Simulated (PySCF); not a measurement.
**Spinor energies of Xe (xenon, neutral)**

Start: [Xe]. Calculated with PySCF 2.14 in x2c-TZVPPall-2c with one added diffuse shell each of s, p, d, f type (9s10p6d3f, 90 functions): generalised Hartree-Fock with the X2C-1e Hamiltonian and a Gaussian nucleus; spin-orbit coupling (SO) screened by Boettger's factors.

```
spinor shell  electrons  ε, screened SO (eV)  weight of nominal j (screened SO)  rms radius, screened SO (bohr)
       1s1/2          2             -34723.5                              1.000                          0.0305
       2s1/2          2              -5505.5                              1.000                           0.124
       2p1/2          2              -5160.1                              1.000                           0.107
       2p3/2          4              -4832.7                              1.000                           0.112
       3s1/2          2              -1169.7                              1.000                           0.326
       3p1/2          2              -1024.8                              1.000                           0.318
       3p3/2          4              -960.75                              1.000                           0.330
       3d3/2          4              -708.13                              1.000                           0.302
       4s1/2          2              -229.28                              1.000                           0.762
       4p1/2          2              -175.68                              1.000                           0.797
       4p3/2          4              -162.78                              1.000                           0.825
       4d3/2          4              -73.874                              1.000                           0.939
       4d5/2          6              -71.740                              1.000                           0.950
       5s1/2          2              -27.529                              1.000                            2.03
       5p1/2          2              -13.450                              1.000                            2.41
       5p3/2          4              -11.996                              1.000                            2.53
```

Q: Where does 3d5/2 lie, and what is the 3d spin-orbit splitting (screened SO)?

A: At -694.85 eV, 13.283 eV above 3d3/2.

```tsv
quantity	screened SO
E (hartree)	-7444.75020
M_J	0
⟨J²⟩	0.000
⟨L²⟩	0.034
⟨S²⟩	0.034
```

Breit and QED terms are absent; they matter most for the inner s and p1/2 levels.

Densities and radii are taken from the X2C orbitals without a picture-change correction, which distorts them close to the nucleus.
